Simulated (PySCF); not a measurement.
A PySCF script (with the pyscf-properties extension) for the NMR shieldings of `C(=C)S(=O)(=O)OC`, C3H6O3S, on a GFN2-xTB geometry:

```python
import basis_set_exchange as bse
import numpy as np
from pyscf import gto, dft
from pyscf.prop import nmr

atoms = """
C    -2.270914    0.571369    0.128282
C    -1.264410   -0.265530    0.039833
S    -0.039207   -0.017170   -1.238657
O     0.403208   -1.292858   -1.715089
O    -0.501431    0.961632   -2.162677
O     1.159037    0.670416   -0.402857
C     2.067188   -0.186620    0.254897
H    -3.044633    0.490663    0.875463
H    -2.339608    1.380232   -0.580059
H    -1.083251   -1.118891    0.667276
H     3.049616    0.283873    0.220677
H     1.764135   -0.328432    1.295906
H     2.095884   -1.148198   -0.261971
"""
names = dict.fromkeys(["C", "S", "O", "H"], "pcSseg-1")
basis = {el: gto.basis.parse(bse.get_basis(n, elements=[el], fmt="nwchem")) for el, n in names.items()}
mol = gto.M(atom=atoms, basis=basis, charge=0, verbose=0)
mf = dft.RKS(mol, xc="PBE0")
mf.grids.level = 2
mf.grids.alignment = dft.numint.BLKSIZE   # the property module wants whole blocks of grid points
mf.conv_tol = 1e-9
mf.kernel()

calc = nmr.RKS(mf)   # GIAO
C = mf.mo_coeff
Co = C[:, mf.mo_occ > 0]
resp = mf.gen_response(singlet=True, hermi=2)
def vind(x):   # induced exchange potential for any number of trial vectors
    d = np.einsum("pi,xij,qj->xpq", C, 2 * x.reshape(-1, C.shape[1], Co.shape[1]), Co, optimize=True)
    return np.einsum("xpq,pi,qj->xij", resp(d - d.transpose(0, 2, 1)), C, Co, optimize=True).ravel()
mo1, _ = nmr.rhf.solve_mo1(calc, with_cphf=vind)
sigma = calc.kernel(mo1)
for i, s in enumerate(sigma):   # ppm
    print("%2d %-2s %9.2f" % (i, mol.atom_pure_symbol(i), np.trace(s) / 3))
```

Question: What are the results?

Answer: 
```
 0 C      50.76
 1 C      42.44
 2 S     194.59
 3 O     125.94
 4 O     136.07
 5 O     158.81
 6 C     132.35
 7 H      25.26
 8 H      25.01
 9 H      25.22
10 H      27.68
11 H      28.22
12 H      27.15
```

These numbers come from an equivalent density-fitted implementation of the same equations, which agrees with the script to about 0.01 ppm for H and up to a few tenths of a ppm for heavy atoms, so last digits may differ.

Question: Turn these shieldings into chemical shifts. Shifts are taken against calculated references (same method and geometry level): TMS for 13C (186.93 ppm), 1H (31.72 ppm); 33S (503.73 ppm) against CS2; 17O (336.08 ppm) vs H2O.

Answer: Averaging equivalent atoms: C 1: 144.5; C 0: 136.2; C 6: 54.6; S 2: 309; O 3/4: 205.1; O 5: 177.3; H 8: 6.71; H 9: 6.49; H 7: 6.46; H 10/11/12: 4.03 ppm. Experimental scales use liquid or dissolved standards, which lie at an offset from isolated H2O (liquid H2O: subtract about 36 ppm).

Size and cost of the density-fitted run: 156 basis functions, 21 s wall time on 1 thread of an Intel Xeon, shared host; peak memory 0.87 GiB.
